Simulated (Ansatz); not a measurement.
A structure relaxed at PBE0-D4/def2-TZVP, charge 0, multiplicity 1:

Cartesian coordinates in Å:
```
C -0.960 1.648 0.428
C -0.350 0.477 0.543
O 0.184 -0.182 -0.502
Al 1.009 -1.624 -0.779
F 1.444 -1.927 -2.331
H -1.059 2.140 -0.532
H -1.369 2.127 1.306
H -0.253 -0.014 1.512
H 1.355 -2.644 0.356
```

Q: Give its formula and SMILES.

A: C2H4AlFO, `C=C[O][AlH][F]`.

Q: Point group (tolerance 0.08 Å, 0.16 Å for H)?

A: Cs.

Q: Summarise the bond lengths by kind.

A: 1 × C–C 1.325 Å; 3 × C–H 1.081 to 1.090 Å; 1 × C–O 1.346 Å; 1 × Al–O 1.684 Å; 1 × Al–F 1.640 Å; 1 × Al–H 1.565 Å.

All numbers were calculated with Ansatz.
